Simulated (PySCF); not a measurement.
**Correlation energy of Cl⁺ (chlorine, charge +1)**

[Ne] 3s2 3p4, high-spin 3P determinant. Calculation: PySCF 2.14, in aug-cc-pVDZ-DK (5s4p2d, 27 functions); the spin-free X2C one-electron Hamiltonian (Gaussian nucleus). Frozen: [Ne]; 6 electrons correlated.

MP2 pair energies summed by pair of shells (mhartree):

```
 pair  energy  share (%)
3p-3p  -44.85       49.4
3s-3p  -38.76       42.7
3s-3s   -7.19        7.9
```

Total MP2 correlation energy: -90.81 mhartree.

Same-spin part -22.39 and opposite-spin part -68.42 mhartree; SCS-MP2 scales them by 1/3 and 6/5 to -89.56 mhartree.

| level | correlation energy (mhartree) |
| --- | --- |
| CCSD | -110.48 |
| (T) | -1.51 |
| CCSD(T) | -111.99 |

Diagnostics: T1 = 0.0072, D1 = 0.0237, largest double amplitude 0.043.

Cost of the coupled-cluster step: 0.15 s of wall time on 1 thread of Neoverse-V2 (shared host), for 6 correlated electrons.
